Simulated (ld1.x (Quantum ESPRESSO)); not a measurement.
**Which change was made? (Ar, TM)**

```
Element                 : argon (Ar)
Generator               : ld1.x (Quantum ESPRESSO) 7.5
Type                    : norm-conserving Troullier–Martins (Kleinman–Bylander form)
Functional              : PBE
Relativity              : non-relativistic
Frozen core             : [Ne]
Valence charge          : 8
Reference configuration : 3s2 3p5.5 (charge +0.5)
Partial waves           : 3s (bound): rc 1.10 bohr; 3d channel at 0.05 Ry: rc 1.45 bohr; 3p (bound): rc 1.40 bohr
Local potential         : the p channel
Core correction         : a·sin(br)/r model core inside 0.95 bohr
```

Cutoffs, loose and tight: the cutoffs (Ry, on a coarse ladder) from which the occupation-weighted sum of valence levels, in a spherical-Bessel basis at the reference potential, stays within 10 and 1 mRy of its value at 400 Ry. They do not see the model core or the augmentation charge, which bear on the density cutoff. Test errors are all-electron minus pseudo excitation energies from the reference, over the configurations 3s2 3p6; 3s2 3p5; 3s2 3p4; 3s1 3p6; 3s2 3p2; 3s2 3p3; variants that change the core or the reference have their own tests.

The base gives: outcome: generated; cutoff, loose: 70 Ry; cutoff, tight: 110 Ry; bound ghosts: none; largest test error (meV): +160.

After one change the result is: outcome: generated; cutoff, loose: 60 Ry; cutoff, tight: 100 Ry; bound ghosts: none; largest test error (meV): +255. Which change was it?
A. wave 3p (bound): rc 1.40 bohr becomes 3p (bound): rc 1.80 bohr
B. local potential all-electron potential smoothed inside 0.85 bohr (lloc = -1)
C. all radii but the core radius scaled by about 1.38 (s 1.52, p 1.92, d 2.00 bohr)

B. The others give: wave 3p (bound): rc 1.40 bohr becomes 3p (bound): rc 1.80 bohr → outcome: generated; cutoff, loose: 60 Ry; cutoff, tight: 100 Ry; bound ghosts: none; largest test error (meV): +140 | all radii but the core radius scaled by about 1.38 (s 1.52, p 1.92, d 2.00 bohr) → outcome: generated; cutoff, loose: 50 Ry; cutoff, tight: 70 Ry; bound ghosts: none; largest test error (meV): +164.
